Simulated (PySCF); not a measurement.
## Spectroscopy problems

PySCF 2.14.0 with density-fitted response routines calculation with geometry: GFN2-xTB, shieldings: GIAO PBE0/pcSseg-1 and J: B3LYP/pcJ-1 (spin–dipole term left out of most H,H and C,H couplings); no solvent model, one computed conformer, non-relativistic Hamiltonian, equivalent nuclei averaged.

Chemical shifts δ = σref − σ; 1H, 13C against TMS, all at this level. Multiplet labels drop J under 1 Hz and among equivalent protons, and merge close values. Unscaled 3J(H,H) run several per cent high. Splittings of carbon signals by F and P are missing where no couplings were computed. Where no couplings were computed, multiplicities follow the n + 1 count of equivalent neighbours, and m marks all less simple cases (inequivalent or close neighbours, rings, F or P nearby). Shifts are as computed. Against solution values, carbons near 30 ppm lie about +3 ppm off and those near 130 ppm about +5 ppm. Of 1211 compounds with measured shifts, 218 miss one by over three times the rms of a fit or turn the order of signals round; such compounds aren't used in these exercises. OH and NH positions are gas-phase values without hydrogen bonding to other molecules.

Q: C4H12N2. 1H NMR (600 MHz, computed): δ 2.99 (q, J = 7.6 Hz, 2H), 2.40 (s, 6H), 1.10 (t, J = 7.6 Hz, 3H), 0.84 (br s, 1H). 13C{1H} NMR (computed): δ 48.4 (CH3), 47.7 (CH2), 16.2 (CH3). Give a structure.

A: SMILES CCNN(C)C. The formula gives 0 degrees of unsaturation. 3 carbon signals for 4 carbons: some carbons are equivalent by symmetry or fast rotation. Carbon types of the structure: 1 × CH2, 3 × CH3, leaving 1 H on heteroatoms. δC 47.7: sp3 CH2 bonded to N; deshielded by the electronegative neighbour. δH 2.99: hydrogen on an sp3 CH2 bonded to N; its carbon carries N, hence the downfield position. δH 2.40: hydrogen on a methyl carbon bonded to N; its carbon carries N, which withdraws density. δH 0.84: hydrogen on a nitrogen bonded to O or N; labile proton, position sensitive to the medium. The protons at 1.10 and 2.99 share a coupling of 7.6 Hz (vicinal).

This is the structure that produced the data.

Q: C9H10. 1H NMR (600 MHz, computed): δ 7.61 (m, 2H), 7.50 (m, 2H), 7.48 (m, 1H), 6.12 (m, 1H), 5.44 (m, 1H), 5.11 (m, 1H), 3.38 (d, 2H). 13C{1H} NMR (computed): δ 149.9 (CH), 146.5 (C), 134.4 (CH), 134.3 (CH), 131.5 (CH), 118.6 (CH2), 48.1 (CH2). What is it?

A: `InChI=1S/C9H10/c1-2-6-9-7-4-3-5-8-9/h2-5,7-8H,1,6H2`. Rings plus π bonds: 5 (1 ring in the answer). 7 carbon signals for 9 carbons: some carbons are equivalent by symmetry or fast rotation. Carbon types of the structure: 1 × C, 6 × CH, 2 × CH2, which accounts for all hydrogens. δC 149.9: alkene CH; the olefinic region. δC 146.5: substituted aromatic carbon. δC 134.4, 134.3, 131.5: aromatic CH; the aromatic region. δC 118.6: terminal =CH2 carbon; as expected for a trigonal carbon in a double bond.

The shifts were computed for this structure.

Q: C6H13FN2Si. 1H NMR (300 MHz, computed): δ 5.88 (m, 1H), 5.13 (m, 1H), 3.67 (m, 1H), 3.54 (m, 1H), 2.25 (s, 3H), 0.46 (d, 3H), 0.22 (d, 3H). 13C{1H} NMR (computed): δ 143.9 (C), 100.7 (CH), 56.4 (CH2), 15.0 (CH3), -1.8 (CH3), -3.0 (CH3). Give a structure.

A: `InChI=1S/C6H13FN2Si/c1-5-6(7)4-9(8-5)10(2)3/h6,10H,4H2,1-3H3/t6-/m1/s1`. Rings plus π bonds: 2 (1 ring in the answer). 6 carbon signals for 6 carbons: no two carbons are equivalent. Carbon types of the structure: 1 × C, 1 × CH, 1 × CH2, 3 × CH3, leaving 1 H on heteroatoms. δC 143.9: C=N carbon. δC 100.7: sp3 CH bonded to F; the inductive effect lowers its shielding. δH 3.67, 3.54: hydrogen on an sp3 CH2 bonded to N; its carbon carries N, which withdraws density. δH 0.46, 0.22: hydrogen on a methyl carbon bonded to Si; an electropositive neighbour shields it, as in TMS itself.

The data come from this structure; uniqueness wasn't tested.
